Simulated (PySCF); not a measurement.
# ECD: SMILES O[C@]12CCC=C[C@H]1C2, C₇H₁₀O

Geometry:
| atom | x (Å) | y (Å) | z (Å) |
| --- | --- | --- | --- |
| O1 | 1.368 | -1.573 | -1.002 |
| C2 | 0.804 | -0.609 | -0.161 |
| C3 | -0.429 | -1.053 | 0.614 |
| C4 | -1.697 | -0.420 | 0.033 |
| C5 | -1.546 | 1.068 | -0.079 |
| C6 | -0.388 | 1.624 | -0.403 |
| C7 | 0.811 | 0.801 | -0.666 |
| C8 | 1.722 | 0.403 | 0.475 |
| H9 | 1.758 | -2.273 | -0.466 |
| H10 | -0.332 | -0.762 | 1.662 |
| H11 | -0.507 | -2.142 | 0.570 |
| H12 | -1.877 | -0.834 | -0.964 |
| H13 | -2.556 | -0.670 | 0.657 |
| H14 | -2.425 | 1.672 | 0.096 |
| H15 | -0.276 | 2.695 | -0.492 |
| H16 | 1.299 | 0.983 | -1.615 |
| H17 | 2.779 | 0.336 | 0.264 |
| H18 | 1.483 | 0.761 | 1.465 |

Method used: PySCF, TDDFT BHandHLYP/def2-SVPD circular dichroism and optical rotation, one conformer, gas phase. Geometry: GFN2-xTB.

The molecule is flexible and this is one conformer; a measurement averages over conformers. States above about 7.8 eV (minus the energy of the highest occupied orbital) lie near or above the ionisation threshold and depend on the basis.

(1) Assign R or S to each stereocentre.

(2) List the lowest 12 singlet excitations with oscillator and rotatory strengths.

## Answers

(1) C2 S, C7 R.

(2) Rotatory strengths R in 10⁻⁴⁰ esu² cm², velocity form and length form (origin at the centre of mass); f in length form.
```tsv
state	E (eV)	λ (nm)	f	R (velocity)	R (length)	main
1	6.76	183	0.191	-35.1	-41.1	HOMO→LUMO+1 0.88
2	6.90	180	0.045	-4.9	+4.1	HOMO→LUMO+2 0.52, HOMO→LUMO 0.38
3	7.15	173	0.018	+3.1	+2.2	HOMO−1→LUMO 0.43, HOMO→LUMO+2 0.21
4	7.42	167	0.020	+9.5	+9.9	HOMO−1→LUMO+1 0.30, HOMO−1→LUMO 0.21
5	7.49	166	0.047	-52.8	-53.7	HOMO−1→LUMO+1 0.40, HOMO−1→LUMO 0.19
6	7.68	161	0.014	-2.6	-2.0	HOMO→LUMO+3 0.79
7	7.85	158	0.038	+20.4	+19.7	HOMO→LUMO+4 0.63, HOMO→LUMO+5 0.18
8	8.00	155	0.008	+1.2	+1.0	HOMO→LUMO+5 0.56, HOMO→LUMO+4 0.09
9	8.18	152	0.016	-4.2	-4.4	HOMO−1→LUMO+2 0.54, HOMO−1→LUMO+5 0.09
10	8.31	149	0.070	+29.6	+27.9	HOMO−2→LUMO+1 0.56, HOMO−2→LUMO 0.16
11	8.37	148	0.008	+15.4	+15.3	HOMO−2→LUMO 0.28, HOMO−1→LUMO+4 0.20
12	8.42	147	0.002	+1.0	+2.5	HOMO→LUMO+6 0.43, HOMO−1→LUMO+4 0.13
```

For state 2 the two forms differ in sign, so the sign of R isn't settled.

Among the states computed, the strongest CD band (largest |R|) is state 5. The largest dissymmetry factor in size, g = 4R/(D+G), with D and G the electric and magnetic dipole strengths, is +0.023 for state 11 (velocity form, f = 0.008), among bands with |R| over 0.5. The mirror image has the same energies and oscillator strengths and all R with the opposite sign.
